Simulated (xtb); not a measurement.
xtb input (GFN2-xTB):

```bash
xtb mol.xyz --gfn 2 --ohess tight --chrg 1 --uhf 0
```
mol.xyz:
```
11

N     -0.44247612    -1.42146318    -0.82489182
Si    -0.13411916    -0.05517664     0.11140037
O      0.59894144    -0.14375979     1.50100305
O     -1.33752518     0.97109586    -0.16092115
O      1.34464798     0.71051047    -0.64566387
H     -1.24659386    -1.58396129    -1.41414354
H      0.12381036    -2.31161141    -0.65124436
H      0.16446884    -0.53149461     2.31915903
H     -1.52272669     1.79394750     0.26637342
H      1.51281164     0.65977826    -1.56261832
H      2.12771833     0.80139831    -0.07853588
```

End of the output:

```
optimized geometry written to: xtbopt.xyz

           -------------------------------------------------
          | TOTAL ENERGY              -19.617014437839 Eh   |
          | TOTAL ENTHALPY            -19.531219272686 Eh   |
          | TOTAL FREE ENERGY         -19.572842585250 Eh   |
          | GRADIENT NORM               0.000637449800 Eh/α |
          | HOMO-LUMO GAP               7.003742481092 eV   |
           -------------------------------------------------

------------------------------------------------------------------------
------------------------------------------------------------------------
 total:
 SCF:
 ANC optimizer:
 analytical hessian:
```

It need not be the lowest isomer of its formula.
